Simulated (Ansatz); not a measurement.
Program: Ansatz. Geometries: PBE0-D4/def2-TZVP. ΔE: electronic, gas phase. CBS: MP2 limit from def2 TZ/QZ plus the TZ coupled-cluster correction, frozen cores. Functionals use def2-TZVPP. B3LYP here is the variant with VWN-RPA as its local correlation; programs differ in this. One conformer a species, not always the lowest.

`C[CH]([SiH3])[AlH][F]` + `[SiH3]OBS` → `CSBO[SiH3]` + `[F][AlH][CH2][SiH3]`  (substitution at a C–C bond)

`C[CH]([SiH3])[AlH][F]`:

Cartesian coordinates in Å:
```
C -0.132 -0.761 -1.353
C 0.267 -0.391 0.085
Si 0.923 1.360 0.178
Al -1.134 -0.654 1.408
F -2.690 -0.784 0.865
H -0.971 -0.152 -1.701
H 0.693 -0.610 -2.057
H -0.444 -1.805 -1.440
H 1.103 -1.019 0.430
H 2.081 1.556 -0.738
H 1.354 1.689 1.567
H -0.140 2.329 -0.212
H -0.911 -0.760 2.967
```

`[SiH3]OBS`:

Z-matrix (Å, degrees):
```
Si
O 1 1.646
H 1 1.481 2 108.1
H 1 1.488 2 111.3 3 120.2
H 1 1.481 2 107.9 3 -119.6
B 2 1.348 1 142.0 3 -116.4
S 6 1.807 2 125.7 1 -0.2
H 6 1.196 2 119.3 1 179.8
H 7 1.345 6 98.4 2 -0.1
```

`CSBO[SiH3]`:

Z-matrix (Å, degrees):
```
C
S 1 1.808
H 1 1.089 2 109.2
H 1 1.089 2 109.8 3 120.2
H 1 1.089 2 109.3 3 -119.5
B 2 1.799 1 102.8 3 -121.6
O 6 1.352 2 121.0 1 -179.9
H 6 1.199 2 119.3 1 0.1
Si 7 1.654 6 135.1 2 -0.2
H 9 1.481 7 106.7 6 178.0
H 9 1.484 7 109.9 6 -62.5
H 9 1.484 7 110.0 6 58.5
```

`[F][AlH][CH2][SiH3]`:

Z-matrix (Å, degrees):
```
C
Al 1 1.935
Si 1 1.868 2 114.6
H 1 1.096 2 109.3 3 -121.5
H 1 1.096 2 108.6 3 120.7
F 2 1.652 1 118.0 3 89.3
H 2 1.577 1 125.3 3 -90.4
H 3 1.488 1 112.3 2 176.6
H 3 1.490 1 110.1 2 56.3
H 3 1.488 1 110.3 2 -62.4
```

```tsv
level	ΔE (kJ/mol)	difference from CCSD(T)/CBS
BLYP-D4	-15.5	-0.1
PBE-QIDH	-16.1	-0.7
BLYP	-20.1	-4.7
PBE0	-17.5	-2.1
B3LYP	-18.8	-3.4
HF/def2-SVP	-8.6	6.8
CCSD/def2-SVP	-2.4	13.0
CCSD(T)/def2-SVP	-2.3	13.1
HF/def2-QZVPP	-18.3	-2.9
HF/CBS(def2)	-18.4	-3.0
CCSD(T)/CBS	-15.4	0
```

Largest T1 diagnostic among the species: 0.013.

The D4 term adds +3.6 kJ/mol with B3LYP and +2.0 kJ/mol with PBE0; it sums over pairs of atoms, weighted by their polarisabilities, and B3LYP, whose exchange is more repulsive, gets the larger term. At CCSD(T), def2-SVP lies +13.1 kJ/mol from the extrapolated value and def2-TZVPP +1.7 kJ/mol.

CCSD(T)/CBS has its own doubt, a few kJ/mol and more with outer-core shells, so smaller differences from it don't rank the levels.
